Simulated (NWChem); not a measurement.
System: C₄H₇O, doublet; SMILES C[CH]C(C)=O

NWChem input:

```
start job
memory heap 200 mb stack 900 mb global 1100 mb
geometry units angstroms noautosym nocenter noautoz
  C      0.026945    -2.052688    -0.000320
  C      0.658896    -0.707618    -0.000316
  C     -0.118322     0.510766    -0.000825
  C      0.634334     1.835308    -0.001236
  O     -1.357676     0.480531    -0.000767
  H     -1.061338    -1.959300    -0.000136
  H      0.338635    -2.636731     0.878339
  H      0.338255    -2.636448    -0.879321
  H      1.745341    -0.633831    -0.000053
  H      1.283519     1.917684    -0.881947
  H     -0.082592     2.658682    -0.006476
  H      1.277310     1.922290     0.883494
end
basis spherical
  * library 6-31g*
end
dft
  odft
  mult 2
  xc b3lyp
  iterations 150
end
cosmo
  do_cosmo_smd true
  solvent propanol
end
task dft energy
```

NWChem printed, in part:

```
             Northwest Computational Chemistry Package (NWChem) 7.3.0
             --------------------------------------------------------

                             Geometry "geometry" -> ""
                             -------------------------

 Output coordinates in angstroms (scale by  1.889725989 to convert to a.u.)

  No.       Tag          Charge          X              Y              Z
 ---- ---------------- ---------- -------------- -------------- --------------
    1 C                    6.0000     0.02694500    -2.05268800    -0.00032000
    2 C                    6.0000     0.65889600    -0.70761800    -0.00031600
    3 C                    6.0000    -0.11832200     0.51076600    -0.00082500
    4 C                    6.0000     0.63433400     1.83530800    -0.00123600
    5 O                    8.0000    -1.35767600     0.48053100    -0.00076700
    6 H                    1.0000    -1.06133800    -1.95930000    -0.00013600
    7 H                    1.0000     0.33863500    -2.63673100     0.87833900
    8 H                    1.0000     0.33825500    -2.63644800    -0.87932100
    9 H                    1.0000     1.74534100    -0.63383100    -0.00005300
   10 H                    1.0000     1.28351900     1.91768400    -0.88194700
   11 H                    1.0000    -0.08259200     2.65868200    -0.00647600
   12 H                    1.0000     1.27731000     1.92229000     0.88349400

 Effective nuclear repulsion energy (a.u.)     166.3082439710

                                 NWChem DFT Module
                                 -----------------

 Summary of "ao basis" -> "ao basis" (spherical)
 ------------------------------------------------------------------------------
       Tag                 Description            Shells   Functions and Types
 ---------------- ------------------------------  ------  ---------------------
 C                           6-31g*                  6       14   3s2p1d
 O                           6-31g*                  6       14   3s2p1d
 H                           6-31g*                  2        2   2s

 in cosmo_initialize ...
 calling solv_data for solv:propanol

 solvent parameters
 solvname_short: propanol
 solvname_long:  1-propanol
 dielec:       20.5240
 dielecinf:     1.9182
 nonaqueous SMD model solvent descriptors
 dielec:       20.5240
 sola:          0.3700
 solb:          0.4800
 solc:          0.0000
 solg:         33.5700
 solh:          0.0000
 soln:          1.3850

[...]

                                COSMO-SMD solvation results
                                ---------------------------

             internal energy in gas <Psi(g)|H|Psi(g)> =      -231.815602991923
         internal energy in solvent <Psi(s)|H|Psi(s)> =      -231.812513405146
                               delta internal energy  =         0.003089586777 (    1.94 kcal/mol)
   total free energy in solvent <Psi(s)|H+V/2|Psi(s)> =      -231.825850162523
 polarization energy contribution <Psi(s)|V/2|Psi(s)> =        -0.013336757377 (   -8.37 kcal/mol)
    total free energy in solvent including G(SMD-CDS) =      -231.824502487160
                       G(SMD-CDS) energy contribution =         0.001347675362 (    0.85 kcal/mol)
     1 M fixed-concentration free energy of solvation =        -0.008899495237 (   -5.58 kcal/mol)

                    DFT Final Alpha Molecular Orbital Analysis
                    ------------------------------------------

 Vector   18  Occ=1.000000D+00  E=-3.669791D-01
              MO Center= -2.2D-01,  8.6D-01, -2.4D-04, r^2= 3.1D+00
   Bfn.  Coefficient  Atom+Function         Bfn.  Coefficient  Atom+Function
  ----- ------------  ---------------      ----- ------------  ---------------
    61      0.432051   5 O  pz               65      0.287693   5 O  pz
    47     -0.281675   4 C  pz               33      0.199255   3 C  pz
    79      0.160372  10 H  s                83     -0.160610  12 H  s
    80      0.143124  10 H  s                84     -0.143235  12 H  s
    51     -0.140188   4 C  pz               37      0.123527   3 C  pz

 Vector   19  Occ=1.000000D+00  E=-2.607770D-01
              MO Center= -8.3D-01,  5.3D-01, -8.4D-04, r^2= 1.8D+00
   Bfn.  Coefficient  Atom+Function         Bfn.  Coefficient  Atom+Function
  ----- ------------  ---------------      ----- ------------  ---------------
    60      0.576390   5 O  py               64      0.418012   5 O  py
    20      0.259869   2 C  s                48     -0.227854   4 C  s
    46      0.176566   4 C  py               18      0.162399   2 C  py
    32     -0.150000   3 C  py               45      0.149675   4 C  px
    17     -0.120798   2 C  px               49      0.111955   4 C  px

 Vector   20  Occ=1.000000D+00  E=-2.316497D-01
              MO Center=  2.1D-01, -5.6D-01, -4.5D-04, r^2= 2.4D+00
   Bfn.  Coefficient  Atom+Function         Bfn.  Coefficient  Atom+Function
  ----- ------------  ---------------      ----- ------------  ---------------
    19      0.502705   2 C  pz               23      0.421155   2 C  pz
    61     -0.303006   5 O  pz               65     -0.247198   5 O  pz
    33      0.144679   3 C  pz               74     -0.130699   7 H  s
    76      0.130775   8 H  s                 5     -0.122057   1 C  pz
    73     -0.111138   7 H  s                75      0.111214   8 H  s

 Vector   21  Occ=0.000000D+00  E= 1.874080D-02
              MO Center=  1.2D-03,  3.5D-01, -4.6D-04, r^2= 2.5D+00
   Bfn.  Coefficient  Atom+Function         Bfn.  Coefficient  Atom+Function
  ----- ------------  ---------------      ----- ------------  ---------------
    37      0.558365   3 C  pz               33      0.532574   3 C  pz
    23     -0.373309   2 C  pz               65     -0.346436   5 O  pz
    80      0.338738  10 H  s                84     -0.340141  12 H  s
    61     -0.315468   5 O  pz               19     -0.296102   2 C  pz
    51      0.172305   4 C  pz               74      0.172013   7 H  s

[...]
```

Level: B3LYP/6-31G* (spherical d), spin-unrestricted, SMD on the gas-phase geometry. Structure relaxed at the B3LYP/6-31G* (spherical d), spin-unrestricted level. No stability test was run on the SCF state. Solvent: 1-propanol.
